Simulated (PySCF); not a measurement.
Which level of theory gave which numbers?

Species: C₃H₉NSi.
Bonds: C1–C2 (double), C2–C3, C3–Si4, Si4–N5. Hydrogens: H6, H7 on C1; H8 on C2; H9, H10 on C3; H11, H12 on Si4; H13, H14 on N5.

The closed-shell ground state was solved 6 times with PySCF (density fitting, gas phase), always in the pcSseg-1 basis (137 functions), with these functionals: B97-2, BHandHLYP, CAM-B3LYP, LC-wPBE, PBE0 and wB97X-D. The structure is a single PBE0-D3(BJ)/def2-SVP conformer in the gas phase; no vibrational or solvent corrections.

| row | total energy (Eh) | HOMO (eV) | LUMO (eV) | dipole (D) |
| --- | --- | --- | --- | --- |
| P | -463.6143 | -6.94 | 0.15 | 1.01 |
| Q | -463.8371 | -7.93 | 1.21 | 1.00 |
| R | -463.7517 | -9.62 | 2.44 | 1.02 |
| S | -463.9008 | -6.69 | 0.13 | 1.00 |
| T | -463.8627 | -8.25 | 1.28 | 1.02 |
| U | -463.8901 | -8.78 | 1.96 | 1.02 |

Question: Which functional belongs to which row?

Answer: P = PBE0, Q = BHandHLYP, R = LC-wPBE, S = B97-2, T = CAM-B3LYP, U = wB97X-D. By rising HOMO–LUMO gap: B97-2 (global hybrid, 21 % exact exchange) 6.82 eV; PBE0 (global hybrid, 25 % exact exchange) 7.09 eV; BHandHLYP (global hybrid, 50 % exact exchange) 9.14 eV; CAM-B3LYP (range-separated hybrid) 9.53 eV; wB97X-D (range-separated hybrid) 10.74 eV; LC-wPBE (range-separated hybrid) 12.06 eV. Total energies of different functionals aren't bounds to one another; each is stationary for its own functional.

Conformer computed: `[CH2:1]=[CH:2][CH2:3][SiH2:4][NH2:5]`: C1–C2–C3–Si4 100°, C2–C3–Si4–N5 49°, H–N5–Si4–C3 158°, H–N5–Si4–C3 -66°.

wB97X-D is run here without its empirical dispersion term; that term would change no orbital, density or response property at a fixed geometry.
